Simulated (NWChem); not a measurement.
System: AlHIF; SMILES [F][AlH][I]

NWChem printed, in part:

```
             Northwest Computational Chemistry Package (NWChem) 7.3.0
             --------------------------------------------------------

 CS  symmetry detected

                             Geometry "geometry" -> ""
                             -------------------------

 Output coordinates in angstroms (scale by  1.889725989 to convert to a.u.)

  No.       Tag          Charge          X              Y              Z
 ---- ---------------- ---------- -------------- -------------- --------------
    1 Al                  13.0000     0.55802256     1.51548771     0.00000000
    2 F                    9.0000    -0.66713280     2.63700295     0.00000000
    3 H                    1.0000     2.04540785     2.01408124     0.00000000
    4 I                   53.0000    -0.06217936    -0.85751789     0.00000000

 Effective nuclear repulsion energy (a.u.)     271.0726943019

      Symmetry information
      --------------------

 Group name             Cs
 Group number              2
 Group order               2
 No. of unique centers     4

 Summary of "ao basis" -> "ao basis" (spherical)
 ------------------------------------------------------------------------------
       Tag                 Description            Shells   Functions and Types
 ---------------- ------------------------------  ------  ---------------------
 Al                         def2-svp                 8       18   4s3p1d
 F                          def2-svp                 6       14   3s2p1d
 H                          def2-svp                 3        5   2s1p
 I                          def2-svp                10       26   4s4p2d

      Symmetry analysis of basis
      --------------------------

        a'         45
        a"         18

            General Information
            -------------------
          SCF calculation type: DFT
          Wavefunction type:  closed shell.
          No. of atoms     :     4
          No. of electrons :    48
           Alpha electrons :    24
            Beta electrons :    24
          Charge           :     0
          Spin multiplicity:     1
          Use of symmetry is: on ; symmetry adaption is: on
          Maximum number of iterations: 150
          AO basis - number of functions:    63
                     number of shells:    27
          Convergence on energy requested:  1.00D-06
          Convergence on density requested:  1.00D-05
          Convergence on gradient requested:  5.00D-04

              XC Information
              --------------
                          RPBE Exchange Functional  1.000
            Perdew 1991 LDA Correlation Functional  1.000 local
           PerdewBurkeErnz. Correlation Functional  1.000 non-local

             Grid Information
             ----------------
          Grid used for XC integration:  medium
          Radial quadrature: Mura-Knowles
          Angular quadrature: Lebedev.
          Tag              B.-S. Rad. Rad. Pts. Rad. Cut. Ang. Pts.
          ---              ---------- --------- --------- ---------
          Al                  1.25       88           9.0       590
          F                   0.50       49          10.0       434
          H                   0.35       45          10.0       434
          I                   1.40      123          10.0       590
          Grid pruning is: on
          Number of quadrature shells:   305
          Spatial weights used:  Erf1

      Superposition of Atomic Density Guess
      -------------------------------------

 Sum of atomic energies:        -688.71032746

      Non-variational initial energy
      ------------------------------

 Total energy =    -638.479760
 1-e energy   =   -1294.110977
 2-e energy   =     504.853081
 HOMO         =      -0.360613
 LUMO         =       0.007635

      Symmetry analysis of molecular orbitals - initial
      -------------------------------------------------

  Numbering of irreducible representations:

     1 a'          2 a"

  Orbital symmetries:

     1 a'          2 a'          3 a'          4 a'          5 a'
     6 a"          7 a'          8 a'          9 a'         10 a"
    11 a'         12 a'         13 a"         14 a'         15 a"
    16 a'         17 a'         18 a'         19 a'         20 a"
    21 a'         22 a'         23 a"         24 a'         25 a'
    26 a"         27 a'         28 a'         29 a'         30 a'
    31 a"         32 a'         33 a'         34 a"

     ---------------------------------------------
      Total Density - Mulliken Population Analysis
     ---------------------------------------------

    Atom       Charge   Shell Charges
 -----------   ------   -------------------------------------------------------
    1 Al  13    11.77   2.00  1.99  0.80  0.17  5.93  0.48  0.26  0.14
    2 F    9     9.68   1.99  1.15  0.79  3.57  2.18  0.00
    3 H    1     1.14   0.67  0.47  0.01
    4 I   25    25.41   1.83  0.22  1.23  0.67  2.92  3.13  2.67  2.73  9.82  0.19

   convergence    iter        energy       DeltaE   RMS-Dens  Diis-err
 ---------------- ----- ----------------- --------- --------- ---------
 d= 0,ls=0.0,diis     1   -640.4800650837 -7.91D+02  3.16D-02  5.94D-01
 d= 0,ls=0.0,diis     2   -640.0961665867  3.84D-01  2.08D-02  4.83D+00
 d= 0,ls=0.0,diis     3   -640.5537392327 -4.58D-01  5.18D-03  2.48D-02
 d= 0,ls=0.0,diis     4   -640.5542655043 -5.26D-04  2.68D-03  2.11D-02
 d= 0,ls=0.0,diis     5   -640.5584623450 -4.20D-03  2.57D-04  1.70D-04
  Resetting Diis
 d= 0,ls=0.0,diis     6   -640.5584824524 -2.01D-05  5.47D-05  1.12D-05
 d= 0,ls=0.0,diis     7   -640.5584837847 -1.33D-06  2.31D-05  4.26D-07
 d= 0,ls=0.0,diis     8   -640.5584837638  2.09D-08  1.15D-05  7.40D-07
 d= 0,ls=0.0,diis     9   -640.5584838482 -8.44D-08  2.95D-06  6.66D-08

         Total DFT energy =     -640.558483848186
      One electron energy =    -1295.719686065749
           Coulomb energy =      556.175295998364
    Exchange-Corr. energy =      -51.792229755131
 Nuclear repulsion energy =      150.778135974330

 Numeric. integr. density =       47.999994577095

                  Occupations of the irreducible representations
                  ----------------------------------------------

                     irrep           alpha         beta
                     --------     --------     --------
                     a'               18.0         18.0
                     a"                6.0          6.0

                       DFT Final Molecular Orbital Analysis
                       ------------------------------------

 Vector   22  Occ=2.000000D+00  E=-2.913901D-01  Symmetry=a'
              MO Center=  6.4D-01,  7.5D-01,  2.8D-15, r^2= 4.6D+00
   Bfn.  Coefficient  Atom+Function         Bfn.  Coefficient  Atom+Function
  ----- ------------  ---------------      ----- ------------  ---------------
    49      0.412147  4 I  py                52      0.336209  4 I  py
    33     -0.301648  3 H  s                 34     -0.239807  3 H  s
    22     -0.183780  2 F  px                23     -0.176506  2 F  py
    46     -0.166283  4 I  py                 8     -0.150671  1 Al px
     9     -0.140748  1 Al py                43     -0.135329  4 I  py

 Vector   23  Occ=2.000000D+00  E=-2.579467D-01  Symmetry=a"
              MO Center= -2.6D-02, -6.8D-01,  3.7D-14, r^2= 2.3D+00
   Bfn.  Coefficient  Atom+Function         Bfn.  Coefficient  Atom+Function
  ----- ------------  ---------------      ----- ------------  ---------------
    50      0.587291  4 I  pz                53      0.520139  4 I  pz
    47     -0.238941  4 I  pz                44     -0.193963  4 I  pz
    10      0.081645  1 Al pz                13      0.076323  1 Al pz
    24      0.075937  2 F  pz                27     -0.057165  2 F  pz
    15     -0.052723  1 Al d -1               7     -0.044659  1 Al pz

 Vector   24  Occ=2.000000D+00  E=-2.500411D-01  Symmetry=a'
              MO Center= -9.9D-03, -6.8D-01, -4.5D-15, r^2= 2.4D+00
   Bfn.  Coefficient  Atom+Function         Bfn.  Coefficient  Atom+Function
  ----- ------------  ---------------      ----- ------------  ---------------
    48      0.584672  4 I  px                51      0.510748  4 I  px
    45     -0.236650  4 I  px                42     -0.192049  4 I  px
    49     -0.129135  4 I  py                52     -0.116936  4 I  py
    34     -0.077187  3 H  s                 23      0.073251  2 F  py
    33     -0.068636  3 H  s                 14     -0.057109  1 Al d -2

 Vector   25  Occ=0.000000D+00  E=-7.431012D-02  Symmetry=a"
              MO Center=  5.5D-01,  1.3D+00, -6.3D-15, r^2= 4.1D+00
   Bfn.  Coefficient  Atom+Function         Bfn.  Coefficient  Atom+Function
  ----- ------------  ---------------      ----- ------------  ---------------
    13      0.745484  1 Al pz                10      0.388192  1 Al pz
    53     -0.273703  4 I  pz                 7     -0.196318  1 Al pz
    50     -0.194136  4 I  pz                24      0.192804  2 F  pz
    27     -0.172719  2 F  pz                60      0.083473  4 I  d -1
    47      0.077292  4 I  pz                44      0.061633  4 I  pz

 Vector   26  Occ=0.000000D+00  E=-5.200470D-02  Symmetry=a'
              MO Center=  3.8D-01,  9.6D-01, -1.1D-15, r^2= 4.8D+00
   Bfn.  Coefficient  Atom+Function         Bfn.  Coefficient  Atom+Function
  ----- ------------  ---------------      ----- ------------  ---------------
     4      1.024054  1 Al s                 34     -0.578212  3 H  s
     3      0.556200  1 Al s                 52     -0.543545  4 I  py
    41     -0.350310  4 I  s                  2      0.282349  1 Al s
    40     -0.281488  4 I  s                 49     -0.276258  4 I  py
    33     -0.225398  3 H  s                 21     -0.220648  2 F  s

[...]
```

Level: RPBE/def2-SVP with def2 effective core potentials on I. All runs use the structure optimised with PBE0/def2-SVP. def2 effective core potentials on I; no spin-orbit coupling.

Task: Reconstruct the input file.

Result: Several could match; the one computed here: the input that was run:
```
start job
memory heap 200 mb stack 900 mb global 1100 mb
geometry units angstroms noautoz
  Al     0.538087     1.549330     0.000000
  F     -0.673194     2.685816     0.000000
  H      2.031487     2.029608     0.000000
  I     -0.111229    -0.815875     0.000000
end
basis spherical
  Al library def2-svp
  F library def2-svp
  H library def2-svp
  I library def2-svp
end
ecp
  I library def2-ecp
end
dft
  xc rpbe cpbe96
  iterations 150
  mulliken
end
task dft energy
```
